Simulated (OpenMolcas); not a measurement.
## Mn III: Racah parameters, worked from levels

```json
{"Program": "OpenMolcas", "Basis": "ANO-RCC-VTZP [6s5p3d2f1g]", "Scalar Hamiltonian": "DKH2, point nucleus", "Active space": "5 electrons in 6 orbitals (3d 4s)", "State averaging": "2S+1 = 6 even, 6 roots; 2S+1 = 4 even, 59 roots; 2S+1 = 2 even, 81 roots (67 in the spin-orbit step)", "Spin-orbit coupling": "state interaction with AMFI integrals over the reference wave functions, term energies averaged over their components"}
```

Methods: CASSCF; MS-CASPT2, IPEA 0.25 Eh, imaginary shift 0.1 Eh (closed shells correlated: 3s 3p).

**Racah parameters.** Above 6S, d5 has 4D at 17B + 5C, 4G at 10B + 5C and 4P at 7B + 7C. The first two fix B and C, and the third tests them; where it misses by thousands of cm-1, two parameters do not describe the configuration (Trees and configuration-interaction terms are left out) and B and C hang on the terms chosen. Term energies are centres of gravity, weighted by 2J + 1.

```tsv
Source	4D	4G	B	C	C/B	4P from B, C	4P found
CASSCF	35538	27356	1169	3133	2.68	30114	32365
MS-CASPT2	33438	27914	789	4005	5.08	33558	30567
```

Energies in cm-1. From CASSCF to MS-CASPT2, B changes by -32.5 % and C by +27.8 %.

CASPT2 does not keep the components of a term degenerate, so their means are used; among the terms shown or strongly mixed into the levels shown the widest spread is 470 cm-1 (3d5 4G, MS-CASPT2). Some high roots are left out of the spin-orbit mixing, which shifts the levels that they would mix with. Without dynamic correlation excited terms often stand tens of per cent too high (terms of higher spin than the ground term too low), and those without a measured partner can miss by more than the paired ones (holds for CASSCF). Only configurations of the active space appear.
